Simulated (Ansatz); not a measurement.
`C[SiH2][SiH](Cl)Cl`, relaxed with RKS PBE0-D4/def2-TZVP in Ansatz from a PBE-D4/def2-SVP geometry. The force threshold is 0.005 eV/Å; the program also tests the step.

Total charge 0; spin multiplicity 1.

Start:

```xyz
11

C    -0.217   -1.377   -0.935
Si   -0.912    0.268   -0.317
Si    0.719    1.197    1.090
Cl    1.063   -0.185    2.621
Cl    2.462    1.396   -0.048
H    -0.004   -2.045   -0.077
H    -0.932   -1.885   -1.612
H     0.731   -1.206   -1.483
H    -2.183    0.084    0.470
H    -1.180    1.228   -1.447
H     0.454    2.525    1.738
```

```csv
step,energy (eV),largest force (eV/Å),largest move (Å)
1,-41924.2553,0.514,0.000
2,-41924.2982,0.179,0.045
3,-41924.3026,0.066,0.039
4,-41924.3035,0.024,0.015
5,-41924.3042,0.023,0.026
6,-41924.3045,0.014,0.013
7,-41924.3045,0.006,0.004
8,-41924.3045,0.003,0.001
```

End:

```xyz
11

C    -0.240   -1.391   -0.955
Si   -0.877    0.246   -0.312
Si    0.731    1.193    1.094
Cl    1.099   -0.109    2.646
Cl    2.473    1.447    0.026
H    -0.038   -2.074   -0.127
H    -0.973   -1.857   -1.617
H     0.687   -1.247   -1.513
H    -2.130    0.080    0.475
H    -1.139    1.208   -1.418
H     0.405    2.504    1.701
```

It took 21 s on 4 threads of a server CPU on a shared host, with 0.74 GiB of host memory at the peak.
